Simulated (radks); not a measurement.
Initial-state core-level shifts of the arsenic ion As3+ when its valence configuration changes from [Ar] 3d10 4s2. Calculated with a radial shooting solver on a logarithmic mesh with Libxc functionals: Dirac Kohn-Sham, LDA (Slater exchange, Perdew-Wang correlation), spin-unpolarised, spherical densities, finite nucleus; open shells are shared between the two j in proportion to 2j + 1; Fermi nuclear charge, rms radius 4.0968 fm. Shifts are changes of the shell-averaged eigenvalues in eV (positive: less bound); the change of the density at the nucleus, which sets a Mossbauer isomer shift, is in e/bohr^3, on a base of 3.54e+04.

valence                2s       2p       3s       3p  density at nucleus
3d9 4s2 4p1       -15.682  -15.561  -12.701  -12.469             +13.690
3d10 4p2           -3.038   -3.018   -3.113   -3.094             -59.015
3d8 4s2 4p2       -32.396  -32.149  -25.738  -25.280             +28.804
3d10 4s1 4p1       -1.539   -1.529   -1.576   -1.566             -29.052
3d8 4s1 4p3       -33.758  -33.495  -27.109  -26.641              -6.854
3d10 4s1.5 4p0.5   -0.774   -0.769   -0.792   -0.787             -14.418
3d9 4s1 4p2       -17.133  -16.999  -14.172  -13.930             -18.572
3d7.5 4s1.5 4p3   -41.789  -41.469  -33.029  -32.459             +18.248
3d9.5 4s2 4p0.5    -7.709   -7.649   -6.304   -6.188              +6.646
